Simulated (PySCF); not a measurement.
# Sm(III) with more and more NH2

Computed with PySCF 2.14.0, PBE0, def2-SVP on the ligands, density fitting, scalar-relativistic core potentials, no spin-orbit coupling, vacuum. The metal has lcecp-1-SVP with ECP51. Each complex is relaxed within the symmetry of its template. Distances are means of the shortest metal–ligand contacts, charges and spins Mulliken's; removal energies are rigid, with the ligand's formal charge and no counterpoise, so too large; for an anion taken off a cation in vacuum most of it is the attraction of opposite charges, and multiply charged cations can part far more cheaply with an electron moved from ligand to metal. lcecp potentials hold a fixed number of 4f electrons in the core, out of states, spins and gaps.

```
    complex  point group  M–NH2 (Å)  charge on M (e)  removal of one NH2 (eV)  strongest infrared band, degenerate modes summed (cm⁻¹)  unstable modes (below −25 cm⁻¹)
[Sm(NH2)2]+          C2v      2.116             1.23                    16.79                                                      631                                0
[Sm(NH2)4]−           S4      2.307             0.67                     5.13                                                        –                        not given
```

Q: What does the calculation give for Sm(NH2)3?

A: point group: D3h, M–NH2 (Å): 2.254, charge on M (e): 1.07, removal of one NH2 (eV): 9.99, unstable modes (below −25 cm⁻¹): 4.
```xyz
10

Sm    0.0000    0.0000    0.0000
N     2.2544    0.0000    0.0000
H     2.8841    0.0000    0.8041
H     2.8841    0.0000   -0.8041
N    -1.1272    1.9523    0.0000
H    -1.4421    2.4977    0.8041
H    -1.4421    2.4977   -0.8041
N    -1.1272   -1.9523    0.0000
H    -1.4420   -2.4977    0.8041
H    -1.4420   -2.4977   -0.8041
```

The more ligands, the longer each bond and the weaker the last ligand is held.

Members with unstable modes aren't minima as they stand: saddle points kept by symmetry or, where the modes are soft, flat surfaces and noise. Moved off a saddle point of the template and relaxed again: [Sm(NH2)2]+, [Sm(NH2)4]−. One start shape was tried for each, so a minimum needn't be the lowest isomer.
